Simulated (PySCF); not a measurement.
Job file and geometry (Å, from GFN2-xTB) of an NMR shielding run on `CCCn1ncc(C(F)(F)F)n1`, C6H8F3N3, GIAO PBE0/pcSseg-1 NMR shielding, non-relativistic, gas phase (PySCF 2.14.0, density-fitted response routines); density fitting, a coarse starting grid and PySCF grid level 2 are the driver's defaults:

```
$ OMP_NUM_THREADS=1 python probes_run.py task.json out

{"job": {"kind": "nmr", "xc": "PBE0", "basis": "pcSseg-1"}, "charge": 0, "multiplicity": 1}
C      2.323392     0.917841    -0.415557
C      2.304686    -0.543373     0.012919
C      1.178844    -0.828412     1.012017
N     -0.104502    -0.709466     0.383409
N     -0.649114    -1.691861    -0.285531
C     -1.791494    -1.208133    -0.743891
C     -1.887709     0.118075    -0.305462
C     -2.968689     1.109568    -0.541067
F     -4.059071     0.525805    -1.065284
F     -3.364391     1.729942     0.578459
F     -2.605218     2.075225    -1.403863
N     -0.794676     0.393984     0.404166
H      3.116657     1.088996    -1.138152
H      2.492536     1.565075     0.441531
H      1.378046     1.201461    -0.871256
H      2.172799    -1.188521    -0.857775
H      3.253357    -0.802720     0.484934
H      1.208198    -0.108867     1.831981
H      1.261539    -1.846377     1.397522
H     -2.470337    -1.787565    -1.331832
```

Question: What does the program print?

Answer: 
```
coarse grid: 17920 points
cycle   1  E = -696.1557058190  dE =  2.299e+00  |g| = 9.914e-01  |ddm| = 4.191e+00
cycle   2  E = -695.9818716242  dE =  1.738e-01  |g| = 1.472e+00  |ddm| = 1.372e+00
cycle   3  E = -696.3316560671  dE = -3.498e-01  |g| = 9.284e-02  |ddm| = 8.329e-01
cycle   4  E = -696.3323237240  dE = -6.677e-04  |g| = 7.530e-02  |ddm| = 1.303e-01
cycle   5  E = -696.3335237420  dE = -1.200e-03  |g| = 2.027e-02  |ddm| = 6.833e-02
cycle   6  E = -696.3335997437  dE = -7.600e-05  |g| = 5.081e-03  |ddm| = 1.682e-02
cycle   7  E = -696.3336050461  dE = -5.302e-06  |g| = 1.391e-03  |ddm| = 4.172e-03
final grid: 178016 points
cycle   8  E = -696.4193358470  dE = -6.998e-05  |g| = 9.228e-03  |ddm| = 3.874e-02
cycle   9  E = -696.4193264215  dE =  9.426e-06  |g| = 1.163e-02  |ddm| = 1.677e-02
cycle  10  E = -696.4193552059  dE = -2.878e-05  |g| = 2.088e-03  |ddm| = 9.353e-03
cycle  11  E = -696.4193560743  dE = -8.684e-07  |g| = 6.285e-04  |ddm| = 1.918e-03
cycle  12  E = -696.4193561495  dE = -7.521e-08  |g| = 1.629e-04  |ddm| = 5.212e-04
cycle  13  E = -696.4193561535  dE = -3.917e-09  |g| = 5.427e-05  |ddm| = 1.387e-04
cycle  14  E = -696.4193561540  dE = -5.714e-10  |g| = 1.831e-05  |ddm| = 5.227e-05
converged SCF energy = -696.4193561540

GIAO shielding tensors (ppm)
atom      isotropic    diamagn.    paramagn.     s11        s22        s33       span
  0 C      173.149     248.388     -75.240    160.449    174.210    184.786     24.337
  1 C      157.748     248.313     -90.566    149.805    152.420    171.018     21.213
  2 C      128.661     246.693    -118.032    108.757    119.943    157.282     48.525
  3 N      -17.498     335.972    -353.471   -138.578      1.282     84.802    223.380
  4 N      -93.598     325.063    -418.660   -323.433   -125.175    167.816    491.249
  5 C       47.775     251.658    -203.882    -31.445     41.718    133.053    164.498
  6 C       42.166     261.701    -219.535    -26.545     39.026    114.017    140.562
  7 C       55.948     240.423    -184.475     46.930     56.527     64.386     17.456
  8 F      258.458     468.194    -209.737    179.368    239.863    356.141    176.773
  9 F      245.500     471.508    -226.007    167.951    236.343    332.208    164.257
 10 F      236.038     473.662    -237.624    152.059    228.058    327.998    175.939
 11 N     -100.994     327.042    -428.036   -338.650   -132.017    167.684    506.334
 12 H       30.653      28.530       2.123     25.723     27.768     38.469     12.747
 13 H       30.787      30.401       0.386     27.494     27.844     37.023      9.529
 14 H       30.699      32.840      -2.141     24.376     31.958     35.765     11.389
 15 H       29.833      31.342      -1.509     25.240     29.087     35.171      9.931
 16 H       29.981      29.126       0.855     24.833     28.302     36.807     11.974
 17 H       27.460      31.612      -4.152     23.925     26.926     31.530      7.605
 18 H       26.922      30.242      -3.320     22.594     26.345     31.827      9.233
 19 H       23.738      31.104      -7.365     20.827     23.649     26.739      5.913
```

Question: Turn these shieldings into chemical shifts. References, each an isolated molecule treated in the same way: ¹³C (σref 186.93) and ¹H (σref 31.72) vs TMS; ¹⁵N (σref 267.73) against NH3; ¹⁹F (σref 170.95) vs CFCl3.

Answer: Averaging equivalent atoms: C 6: 144.8; C 5: 139.1; C 7: 131.0; C 2: 58.3; C 1: 29.2; C 0: 13.8; N 11: 368.7; N 4: 361.3; N 3: 285.2; F 8/9/10: -75.7; H 19: 7.98; H 17/18: 4.53; H 15/16: 1.81; H 12/13/14: 1.00 ppm. Unscaled 19F shifts against computed CFCl3 carry errors that often reach 10 to 50 ppm. Experimental scales use liquid or dissolved standards, which lie at an offset from isolated NH3 (liquid NH3: subtract about 20 ppm). Unscaled 15N shifts of sp2 nitrogen come out 20 to 40 ppm too high even then.

Size and cost of the density-fitted run: 244 basis functions, roughly 2.4 core-minutes.
